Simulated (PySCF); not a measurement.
## Which element holds O most strongly?

PBE0 in PySCF with def2-TZVPP on every atom (core potentials on Mo, Ru), for the lowest determinant that a PBE0 search found; no spin–orbit coupling. D0 is De less the harmonic zero-point energy.

```tsv
M	state (unpaired electrons)	Re (Å)	ωe (cm⁻¹)	D0(MO) (eV)
Ru	quintet (σ ↑, π ↑↑, δ ↑)	1.687	938	4.72
Mo	quintet (σ ↑, π ↑, δ ↑↑)	1.681	980	5.05
Ge	singlet (closed shell)	1.623	1027	6.53
C	singlet (closed shell)	1.123	2240	10.94
As	doublet (π ↑)	1.615	1035	4.68
Cu	doublet (π ↑)	1.756	599	2.57
P	doublet (π ↑)	1.474	1288	5.91
```

**Question.** Order the elements by D0 and give the energy of PO + As → AsO + P.

**Answer.** C > Ge > P > Mo > Ru > As > Cu; ΔE = 5.91 − 4.68 = +1.23 eV at PBE0/def2-TZVPP. Close neighbours can swap at other levels.

The metal atom is held in its measured ground configuration; semilocal functionals can put another filling of s and d lower by some tenths of an eV, and De to that atom would be smaller. Spin–orbit coupling is left out, which matters for elements this heavy, above all for dissociation energies. States were picked by a PBE0 search and need not be the measured ground states. The state is the lowest single determinant that the PBE0 search found; with open d or f shells the true ground state can be another one.
